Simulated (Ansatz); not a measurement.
Basis-set series for H12O4Si4Ti (`[SiH3][O][Ti]([O][SiH3])([O][SiH3])[O][SiH3]`). Total charge 0; spin multiplicity 1. All single points use the PBE0-D4/def2-TZVP geometry. It is one conformer, not always the lowest.

```xyz
21

Si   -2.658   -2.148   -0.202
O    -1.387   -1.120   -0.109
Ti    0.000    0.001    0.000
O     0.006    0.789    1.604
Si    0.010    1.514    3.071
O    -0.138    1.245   -1.275
Si   -0.264    2.383   -2.445
O     1.521   -0.911   -0.221
Si    2.912   -1.750   -0.424
H    -3.551   -1.734   -1.315
H    -3.415   -2.119    1.075
H    -2.164   -3.526   -0.453
H    -0.104    2.985    2.899
H     1.277    1.197    3.779
H    -1.140    1.020    3.873
H    -1.495    2.143   -3.241
H     0.922    2.313   -3.337
H    -0.334    3.730   -1.822
H     3.644   -1.220   -1.603
H     2.600   -3.186   -0.641
H     3.760   -1.607    0.788
```

```csv
functional,basis,functions,energy (Eh),HOMO (eV),LUMO (eV)
PBE0-D4,def2-TZVPP,524,-2315.10510,-8.69,-1.60
PBE0-D4,def2-QZVPP,961,-2315.18036,-8.70,-1.60
ωB97M-V,def2-TZVPP,524,-2315.86141,-10.98,0.56
ωB97M-V,def2-QZVPP,961,-2315.93056,-10.99,0.45
```

Q: Give the rows for def2-SVP. (Estimate.)

A: Ansatz gave: 
```
functional     basis  functions  energy (Eh)  HOMO (eV)  LUMO (eV)
   PBE0-D4  def2-SVP        219  -2314.19906      -8.58      -1.59
   ωB97M-V  def2-SVP        219  -2314.94527     -10.82       0.60
```

Positive LUMOs are unbound and depend on the basis. Scalar relativity is left out up to krypton.
